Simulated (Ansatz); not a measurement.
Start from `C[BH][GeH3]` and change one atom or group to get `N[BH][GeH3]`.

Ansatz, PBE0-D4/def2-TZVP geometries, multiplicity 1. Each molecule was computed in one conformer, which needn't be the lowest.

Scalar relativity is left out up to krypton.

| property | `C[BH][GeH3]` |
| --- | --- |
| HOMO energy (B3LYP/def2-TZVPP) / eV | -7.66 |
| LUMO energy (PBE0/def2-TZVPP) / eV | -1.76 |
| size of the dipole moment (ωB97M-V/def2-TZVPP) / D | 1.37 |
| zero-point energy (PBE0-D4/def2-TZVP) / kJ/mol | 186.1 |
| HOMO energy (ωB97M-V/def2-TZVPP) / eV | -9.99 |
| HOMO–LUMO gap (PBE0/def2-TZVPP) / eV | 6.08 |

Q: What does the change do to each property? (Estimate.)

A: Ansatz gave: 
```csv
property,`N[BH][GeH3]`,shift
HOMO energy (B3LYP/def2-TZVPP) / eV,-7.62,0.04
LUMO energy (PBE0/def2-TZVPP) / eV,-0.44,1.32
size of the dipole moment (ωB97M-V/def2-TZVPP) / D,2.62,1.25
zero-point energy (PBE0-D4/def2-TZVP) / kJ/mol,166.4,-19.7
HOMO energy (ωB97M-V/def2-TZVPP) / eV,-9.96,0.03
HOMO–LUMO gap (PBE0/def2-TZVPP) / eV,7.37,1.29
```

The zero-point energy changes by -19.7 kJ/mol with -3 modes. Dipoles are sizes alone; their direction can turn.

B3LYP here is the variant with VWN-RPA as its local correlation; programs differ in this.
